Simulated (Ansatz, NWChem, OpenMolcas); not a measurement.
Abstraction of Cl: C2H5ClSi + CH2F → C2H5Si + CH2ClF

Species: C2H5ClSi `C=C[SiH2]Cl`, singlet; CH2F `[CH2]F`, doublet; C2H5Si `C=C[SiH2]`, doublet; CH2ClF (chlorofluoromethane) `FCCl`, singlet. A radical takes Cl: the energy is the difference in strength between the Si–Cl bond broken and the C–Cl bond made.

Shapes, held fixed at every level: PBE0-D4/def2-TZVP. Flexible molecules stand in one conformer, not always the lowest. Programs: Ansatz 0.2.0, NWChem 7.3.0, OpenMolcas 26.06. A level may come from different programs for different species; with the same settings they agree closely. The zero-point and thermal change to 298 K, harmonic and unscaled (PBE0-D4/def2-TZVP), is +4.2 kJ/mol.

(1) Estimate ΔH(298 K) of this reaction.

Results:

(1) B2PLYP/def2-TZVPP gives ΔH(298 K) = +104.2 kJ/mol; the levels span +68.5 to +121.8. The median of the levels is +99.4. No measured value is set beside it here. Spin contamination: C2H5Si (⟨S²⟩ up to 0.90). Open shells run unrestricted.

| level | kind | ΔH(298 K) (kJ/mol) |
| --- | --- | --- |
| HF/def2-SVP | Hartree–Fock | +121.8 |
| SPW92/def2-TZVPP | LDA | +68.5 |
| r2SCAN-D4/def2-TZVPP | meta-GGA | +99.4 |
| B3LYP/6-31G* (spherical functions) | global hybrid | +87.7 |
| PBE0-D4/def2-TZVPP | global hybrid | +94.3 |
| r2SCAN0-D4/def2-TZVPP | global hybrid | +106.0 |
| B2PLYP/def2-TZVPP | double hybrid | +104.2 |
